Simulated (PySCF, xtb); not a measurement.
Si(Cl)(F)2(SH) (ClF2HSSi), SMILES F[Si](F)(S)Cl. Other conformers were not sampled.

Harmonic wavenumbers (cm⁻¹) from GFN2-xTB in xtb at its own minimum, in rising order: 85, 135, 146, 194, 224, 248, 464, 603, 741, 852, 894, 2434.

Q: What does r2SCAN-D4/def2-SVP (PySCF) give at its own minimum? (An estimate is asked for; the answer gives what the named calculation found.)

A: 97, 179, 202, 250, 294, 305, 490, 631, 750, 897, 984, 2690. Paired by order, the mean absolute difference is 62 cm⁻¹ and the zero-point energies are 10.0 and 11.1 kcal/mol.
